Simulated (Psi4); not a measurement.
bis(trichlorosilyl)methane (CH₂Cl₆Si₂), singlet, geometry from GFN2-xTB; B3LYP/STO-3G run with Psi4 1.11.

The Psi4 input:
```
memory 2 GB

molecule {
0 1
Cl    3.26052000   -0.53738498   -1.13336811
Si    1.60710573    0.23649542   -0.26836104
Cl    2.00035562    0.66527047    1.65976350
Cl    1.07094830    1.91445903   -1.24446984
C     0.22253351   -1.07870862   -0.36950706
Si   -1.54059755   -0.55888706    0.15792715
Cl   -2.29245094    0.75063201   -1.17475212
Cl   -1.52172421    0.27063151    1.99296333
Cl   -2.69199891   -2.21846337    0.18936396
H     0.52408362   -1.93415496    0.23660337
H     0.17355337   -1.44756964   -1.39499878
}

set {
  basis sto-3g
  scf_type pk
  puream true
  d_convergence 1e-8
  dft_radial_points 99
  dft_spherical_points 590
}

energy('b3lyp')
print_variables()
```

The log (banner, timings and long lists left out):

```
   => Loading Basis Set <=

    Name: STO-3G
    Role: ORBITAL
    Keyword: BASIS

         ---------------------------------------------------------
                                   SCF
               by Justin Turney, Rob Parrish, Andy Simmonett
                          and Daniel G. A. Smith
                              RKS Reference
         ---------------------------------------------------------

  ==> Geometry <==

    Molecular point group: c1
    Full point group: C1

    Geometry (in Angstrom), charge = 0, multiplicity = 1:

       Center              X                  Y                   Z               Mass
    ------------   -----------------  -----------------  -----------------  -----------------
         CL           3.263603221379    -0.552330590632    -1.138487665297    34.968852682000
         SI           1.610188951379     0.221549809368    -0.273480595297    27.976926534650
         CL           2.003438841379     0.650324859368     1.654643944703    34.968852682000
         CL           1.074031521379     1.899513419368    -1.249589395297    34.968852682000
         C            0.225616731379    -1.093654230632    -0.374626615297    12.000000000000
         SI          -1.537514328621    -0.573832670632     0.152807594703    27.976926534650
         CL          -2.289367718621     0.735686399368    -1.179871675297    34.968852682000
         CL          -1.518640988621     0.255685899368     1.987843774703    34.968852682000
         CL          -2.688915688621    -2.233408980632     0.184244404703    34.968852682000
         H            0.527166841379    -1.949100570632     0.231483814703     1.007825032230
         H            0.176636591379    -1.462515250632    -1.400118335297     1.007825032230

  Running in c1 symmetry.

  Rotational constants: A =      0.02418  B =      0.01056  C =      0.01014 [cm^-1]
  Rotational constants: A =    724.76072  B =    316.53986  C =    304.10212 [MHz]
  Nuclear repulsion = 1340.038709620130476

  Charge       = 0
  Multiplicity = 1
  Electrons    = 138
  Nalpha       = 69
  Nbeta        = 69

  ==> Algorithm <==

  SCF Algorithm Type is PK.
  DIIS enabled.
  MOM disabled.
  Fractional occupation disabled.
  Guess Type is SAD.
  Energy threshold   = 1.00e-06
  Density threshold  = 1.00e-08
  Integral threshold = 1.00e-12

  ==> Primary Basis <==

  Basis Set: STO-3G
    Blend: STO-3G
    Number of shells: 45
    Number of basis functions: 79
    Number of Cartesian functions: 79
[...]
   @RKS iter   4: -3342.52641435241503   -1.08532e-03   3.69784e-04 ADIIS/DIIS
   @RKS iter   5: -3342.52696598437478   -5.51632e-04   9.05954e-06 DIIS
   @RKS iter   6: -3342.52696649751397   -5.13139e-07   1.94468e-06 DIIS
   @RKS iter   7: -3342.52696652793156   -3.04176e-08   2.57797e-07 DIIS
   @RKS iter   8: -3342.52696652838222   -4.50655e-10   2.03543e-08 DIIS
   @RKS iter   9: -3342.52696652839040   -8.18545e-12   3.91868e-09 DIIS
  Energy and wave function converged.

  ==> Post-Iterations <==

   Electrons on quadrature grid:
      Ntotal   =  138.0000029627 ; deviation = 2.963e-06

    Orbital Energies [Eh]
    ---------------------

    Doubly Occupied:

[...]
    Virtual:

[...]
      79A      0.419001

    Final Occupation by Irrep:
              A
    DOCC [    69 ]
    NA   [    69 ]
    NB   [    69 ]

  @RKS Final Energy: -3342.52696652839040

   => Energetics <=

    Nuclear Repulsion Energy =           1340.0387096201304757
    One-Electron Energy =               -7297.2801468125453539
    Two-Electron Energy =                2789.5869215502993939
    DFT Exchange-Correlation Energy =    -174.8724508862746063
    Empirical Dispersion Energy =           0.0000000000000000
    VV10 Nonlocal Energy =                  0.0000000000000000
    Total Energy =                      -3342.5269665283904033

Computation Completed

Properties will be evaluated at   0.000000,   0.000000,   0.000000 [a0]

Properties computed using the SCF density matrix

 Multipole Moments:

 ------------------------------------------------------------------------------------
     Multipole            Electronic (a.u.)      Nuclear  (a.u.)        Total (a.u.)
 ------------------------------------------------------------------------------------

 L = 1.  Multiply by 2.5417464519 to convert [e a0] to [Debye]
 Dipole X            :         -0.6411524            0.8040496            0.1628973
 Dipole Y            :          3.1079211           -3.8975491           -0.7896280
 Dipole Z            :          1.0646052           -1.3350889           -0.2704837
 Magnitude           :                                                    0.8504172

 ------------------------------------------------------------------------------------

  Variable Map:
  ----------------------------------------------------------------------------
[...]
  Array Variable Map:
  ----------------------------------------------------------------------------
[...]
[...]
```
